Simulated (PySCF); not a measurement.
Method: PBE-D3(BJ)/def2-TZVP // PBE0-D3(BJ)/def2-TZVP in PySCF. Gas-phase values, no solvent. 

Reference species (SMILES): `C/C=C/C#C` (neutral, multiplicity 1).

```yaml
S1 oscillator strength: 0.000
LUMO: -1.61 eV
```

Changed species: `C#C/C=C\C`.

Question: Predict the effect on the S1 oscillator strength and LUMO.

Answer: the S1 oscillator strength stays essentially unchanged; the LUMO stays essentially unchanged.
